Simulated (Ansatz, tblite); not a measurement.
Dissociation curve of Si(H)3(NiPr2), SMILES [SiH3]N(C(C)C)C(C)C (C6H17NSi). The N1–Si22 bond (N1 also carries C, C; Si22 carries H, H, H) is varied alone, starting from the PBE0/def2-SVP optimised geometry.

Methods: UKS-PBE0 = Ansatz (a quantum-chemistry and plane-wave program) with unrestricted PBE0/def2-SVP; RKS-PBE0 = restricted PBE0/def2-SVP (Ansatz); GFN2-xTB, 300 K electronic temperature (tblite).

Energies are in kcal/mol, each relative to the lowest point of its own curve near equilibrium.

```csv
R / Å,UKS-PBE0,RKS-PBE0,GFN2-xTB
1.44,47.7,47.7,(withheld)
1.54,17.5,17.5,17.3
1.62,5.4,5.4,4.0
1.68,1.2,1.2,(withheld)
1.74,0.0,0.0,0.0
1.79,0.8,0.8,(withheld)
1.88,5.1,5.1,6.7
1.95,10.3,10.3,12.2
2.08,22.3,22.3,23.8
2.30,45.0,45.0,44.1
2.54,68.6,68.6,64.9
2.84,88.1,92.9,85.7
3.19,89.4,113.0,98.5
3.64,(withheld),125.6,105.0
4.30,(withheld),(withheld),108.0
5.07,91.2,135.9,109.4
```

### Question
What belongs in the gaps?

### Answer

- 1.44, GFN2-xTB: 57.0
- 1.68, GFN2-xTB: 0.3
- 1.79, GFN2-xTB: 1.5
- 3.64, UKS-PBE0: 89.8
- 4.30, UKS-PBE0: 90.6
- 4.30, RKS-PBE0: 132.5

The unrestricted determinant behind UKS-PBE0 is spin-contaminated at 2.84 to 5.07 Å (<S²> up to 1.0, against 0.00 for a pure singlet). The restricted form behind RKS-PBE0 keeps the bonding electrons paired and can't separate into open-shell fragments.
